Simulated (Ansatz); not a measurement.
Gas-phase electronic energies from Ansatz, PBE0-D4/def2-TZVP geometries. CBS: MP2 limit from def2 TZ/QZ plus the TZ coupled-cluster correction, frozen cores. This one scheme is used for every species. Functionals use def2-TZVPP. B3LYP here is the variant with VWN-RPA as its local correlation; programs differ in this. HSE06 is defined as in plane-wave codes. For Ga, Se outer-core shells are correlated without core-valence functions, which leaves a few kJ/mol of doubt a bond. Scalar relativity is left out up to krypton. One conformer a species, not always the lowest.

Reaction (formal hydrolysis of a Ga–Se bond): `[SiH3][Se][GaH][Cl]` + H₂O → `[OH][GaH][Cl]` + `[SiH3][SeH]`

| level | ΔE (kcal/mol) | difference from CCSD(T)/CBS |
| --- | --- | --- |
| PBE-D4 | 11.7 | -0.5 |
| revPBE-D4 | 11.6 | -0.6 |
| BLYP-D4 | 10.0 | -2.2 |
| r2SCAN-D4 | 10.4 | -1.8 |
| B97M-V | 9.1 | -3.1 |
| PBE0-D4 | 12.8 | 0.6 |
| B3LYP-D4 | 10.9 | -1.3 |
| r2SCANh-D4 | 11.0 | -1.2 |
| r2SCAN0-D4 | 11.7 | -0.5 |
| HSE06-D4 | 12.9 | 0.7 |
| BHLYP-D4 | 12.2 | 0.0 |
| ωB97X-V | 9.3 | -2.9 |
| ωB97M-V | 10.3 | -1.9 |
| B2PLYP | 9.2 | -3.0 |
| PBE-QIDH | 11.9 | -0.3 |
| PBE | 10.3 | -1.9 |
| revPBE | 9.8 | -2.4 |
| BLYP | 7.3 | -4.9 |
| r2SCAN | 10.0 | -2.2 |
| PBE0 | 11.5 | -0.7 |
| B3LYP | 8.6 | -3.6 |
| r2SCANh | 10.6 | -1.6 |
| r2SCAN0 | 11.3 | -0.9 |
| HSE06 | 11.6 | -0.6 |
| BHLYP | 9.3 | -2.9 |
| CAM-B3LYP | 7.4 | -4.8 |
| LC-ωPBE | 9.0 | -3.2 |
| RPA@PBE/def2-TZVPP | 9.1 | -3.1 |
| HF/def2-SVP | 7.9 | -4.3 |
| MP2/def2-SVP | 8.0 | -4.2 |
| CCSD/def2-SVP | 7.2 | -5.0 |
| CCSD(T)/def2-SVP | 7.4 | -4.8 |
| HF/def2-TZVPP | 9.0 | -3.2 |
| MP2/def2-TZVPP | 11.4 | -0.8 |
| SCS-MP2/def2-TZVPP | 9.8 | -2.4 |
| CCSD/def2-TZVPP | 10.0 | -2.2 |
| CCSD(T)/def2-TZVPP | 10.4 | -1.8 |
| HF/def2-QZVPP | 8.6 | -3.6 |
| MP2/CBS(def2) | 13.2 | 1.0 |
| CCSD/CBS(def2) | 11.8 | -0.4 |
| CCSD(T)/CBS | 12.2 | 0 |

Task: What do rigid-rotor, harmonic-oscillator terms from PBE0-D4/def2-TZVP frequencies (298.15 K, 1 bar) make of the CCSD(T)/CBS value? (An estimate is asked.)

Result: The calculation gave: ΔZPE = -1.0 kcal/mol, ΔH = +10.1 kcal/mol, ΔS = 2 J/(mol·K), ΔG = +10.0 kcal/mol. Modes under 50 cm⁻¹ make the entropy rough.

Largest T1 diagnostic among the species: 0.013.

In def2-TZVPP, CCSD(T) changes the Hartree–Fock value by +1.4 kcal/mol (the triples alone add +0.4 kcal/mol) and MP2 by +2.4 kcal/mol. At CCSD(T), def2-SVP lies −4.8 kcal/mol from the extrapolated value and def2-TZVPP −1.8 kcal/mol. From BLYP to BHLYP (50 % exact exchange), in def2-TZVPP and without D4, ΔE moves by +2.0 kcal/mol.
